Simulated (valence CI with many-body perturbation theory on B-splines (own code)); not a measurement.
# Ho62+: calculated level list

Level of theory: valence CI with perturbative core correlation (CI+MBPT): three valence electrons over a frozen Dirac-Fock core [He], radial functions for each j: 11 s, 11 p, 10 d, 8 f, 5 g, 2 h, with the one-electron correlation potential Σ1 (screened to all orders), the two-electron term Σ2, the three-electron term Σ3, Breit, model QED; selected single and double excitations, second order for the rest, scaled by the run's own slope (own B-spline code, finite nucleus).

The last digits are not significant, and no measured levels were compared; by estimate large intervals hold to a few tenths of a per cent, small ones and those within an open d or f shell to about a per cent.

Levels 136 to 165 of 165, with energies above the lowest level, (2s^2 2p1/2) J=1/2. "Leading %" is the weight of the configuration and term that name the level; weights of strongly mixed levels are sums over their largest components and can fall short. In the jj column 3d3/2^4 stands for four electrons in 3d with j = 3/2.

```csv
No.,Configuration,Term,J,E (Ry),Leading %,Leading jj,Second component
136,2s²4f,²F°,5/2,851.79,98,2s^2 4f5/2 (98 %),
137,2s2p4p,⁴P,1/2,852.07,42,2s 2p1/2 4p1/2 (100 %),19 % 2s2p4p ²S
138,2s²4f,²F°,7/2,852.91,98,2s^2 4f7/2 (98 %),
139,2s2p4p,⁴P,3/2,857.86,30,2s 2p1/2 4p3/2 (100 %),26 % 2s2p4p ⁴D
140,2s2p4d,⁴F°,3/2,859.19,59,2s 2p1/2 4d3/2 (100 %),15 % 2s2p4d ²D°
141,2s2p4p,²P,1/2,860.03,45,2s 2p1/2 4p3/2 (98 %),18 % 2s2p4p ²S
142,2s2p4p,⁴D,5/2,860.06,42,2s 2p1/2 4p3/2 (100 %),40 % 2s2p4p ²D
143,2s2p4p,²D,3/2,860.13,40,2s 2p1/2 4p3/2 (100 %),23 % 2s2p4p ²P
144,2s2p4d,⁴F°,5/2,861.24,52,2s 2p1/2 4d3/2 (90 %),23 % 2s2p4d ²F°
145,2s2p4d,²P°,3/2,861.66,26,2s 2p1/2 4d3/2 (99 %),24 % 2s2p4d ²D°
146,2s2p4d,⁴D°,1/2,861.73,54,2s 2p1/2 4d3/2 (99 %),40 % 2s2p4d ²P°
147,2s2p4d,²F°,5/2,861.81,29,2s 2p1/2 4d5/2 (91 %),28 % 2s2p4d ⁴P°
148,2s2p4f,⁴G,5/2,862.47,44,2s 2p1/2 4f5/2 (100 %),19 % 2s2p4f ⁴F
149,2s2p4f,⁴F,7/2,863.59,26,2s 2p1/2 4f7/2 (100 %),24 % 2s2p4f ⁴D
150,2s2p4d,²F°,7/2,863.88,40,2s 2p1/2 4d5/2 (100 %),36 % 2s2p4d ⁴F°
151,2s2p4d,²F°,5/2,864.11,40,2s 2p1/2 4d5/2 (99 %),25 % 2s2p4d ²D°
152,2s2p4d,²P°,3/2,864.16,38,2s 2p1/2 4d5/2 (99 %),32 % 2s2p4d ²D°
153,2s2p4f,²G,7/2,864.66,38,2s 2p1/2 4f5/2 (100 %),32 % 2s2p4f ⁴G
154,2s2p4f,⁴G,5/2,864.72,31,2s 2p1/2 4f5/2 (100 %),27 % 2s2p4f ²F
155,2s2p4f,⁴F,3/2,864.72,48,2s 2p1/2 4f5/2 (100 %),40 % 2s2p4f ²D
156,2s2p4f,²G,9/2,865.78,40,2s 2p1/2 4f7/2 (100 %),33 % 2s2p4f ⁴G
157,2s2p4f,⁴D,7/2,865.85,31,2s 2p1/2 4f7/2 (100 %),29 % 2s2p4f ²G
158,2s2p4f,²D,5/2,865.87,39,2s 2p1/2 4f7/2 (100 %),28 % 2s2p4f ²F
159,2p²4s,⁴P,1/2,867.34,45,2p1/2^2 4s (97 %),30 % 2p²4s ²S
160,2p²4p,²P°,1/2,869.16,46,2p1/2^2 4p1/2 (98 %),38 % 2p²4p ⁴D°
161,2p²4p,²P°,3/2,877.83,35,2p1/2^2 4p3/2 (98 %),19 % 2p²4p ⁴D°
162,2p²4d,²D,3/2,879.04,42,2p1/2^2 4d3/2 (98 %),32 % 2p²4d ⁴F
163,2p²4d,²D,5/2,881.70,36,2p1/2^2 4d5/2 (98 %),18 % 2p²4d ⁴D
164,2p²4f,²F°,5/2,882.20,41,2p1/2^2 4f5/2 (98 %),29 % 2p²4f ⁴G°
165,2p²4f,²F°,7/2,883.35,37,2p1/2^2 4f7/2 (98 %),17 % 2p²4f ²G°
```
